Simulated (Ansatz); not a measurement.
Basis-set extrapolation for C3H8BN, SMILES `CN1BCC1` (PBE0-D4/def2-TZVP geometry, frozen core, Ansatz 0.2.0). Multiplicity 1, RHF reference.

```
                      def2-TZVPP   def2-QZVPP
                 HF  -197.467806  -197.477143
    MP2 correlation    -0.821870    -0.874484
CCSD(T) correlation    -0.901910      not run
```

Energies in hartree. Use E(X) = E(∞) + A·exp(−7.88·√X) for Hartree–Fock and E(X) = E(∞) + B·X^(−2.97) for correlation, with X = 3 and 4, and add CCSD(T) minus MP2 of the smaller set to the MP2 limit.

What is the CCSD(T) energy at the basis-set limit?

HF limit: -197.477143 + (-0.009337) × 0.13774 = -197.47843. MP2 limit: -0.874484 + (-0.052614) × 0.74074 = -0.91346. Higher-order term: -0.901910 − (-0.821870) = -0.08004. Total: -198.47193 hartree, 268.4 kJ/mol below CCSD(T)/def2-TZVPP.
